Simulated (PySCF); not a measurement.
## How the method moves the HOMO and LUMO of `C=COB(F)OC`

Species: C3H6BFO2.
SMILES with atom numbers: `[CH2:1]=[CH:2][O:3][B:4]([F:5])[O:6][CH3:7]` (hydrogens: H8, H9 on C1; H10 on C2; H11, H12, H13 on C7)

Geometry (PBE0-D3(BJ)/def2-SVP, Å), atoms numbered from 1 in this order:
```
atom  x, y, z in Å
C1    -2.342    0.937    0.938
C2    -1.731    0.070    0.136
O3    -0.376    0.008    0.044
B4     0.274   -0.839   -0.807
F5    -0.423   -1.654   -1.594
O6     1.612   -0.873   -0.879
C7     2.443   -0.060   -0.088
H8    -1.774    1.637    1.554
H9    -3.431    0.954    0.984
H10   -2.273   -0.642   -0.494
H11    3.184    0.429   -0.737
H12    2.982   -0.682    0.643
H13    1.871    0.710    0.452
```

Basis pcSseg-1 throughout (PySCF), one geometry. Isolated species at its PBE0-D3(BJ)/def2-SVP geometry (one conformer only).

Task: How do the orbital energies, the gap and the dipole change with the method?

Result: 
```csv
method,kind,HOMO (eV),LUMO (eV),gap (eV),μ (D),SCF cycles
BLYP,GGA,-5.86,-0.55,5.31,1.59,15
B97-D,GGA,-5.98,-0.58,5.40,1.61,15
B3LYP,global hybrid,-7.00,0.11,7.11,1.68,14
PBE0,global hybrid,-7.24,0.35,7.59,1.70,14
mPW1PW91,global hybrid,-7.27,0.33,7.60,1.71,14
BHandHLYP,global hybrid,-8.28,1.52,9.80,1.77,12
CAM-B3LYP,range-separated hybrid,-8.58,1.53,10.10,1.71,13
```

The HOMO spans 2.71 eV, from BLYP down to CAM-B3LYP, and the gap runs from 5.31 eV (BLYP) to 10.10 eV (CAM-B3LYP). Over the methods BLYP (0 %), B97-D (0 %), B3LYP (20 %), PBE0 (25 %), mPW1PW91 (25 %), BHandHLYP (50 %), a straight line through the gap against the share of exact exchange rises by 0.89 eV for each 10 % (correlation coefficient 1.000). The dipole ranges from 1.59 D (BLYP) to 1.77 D (BHandHLYP). This basis has no diffuse functions.
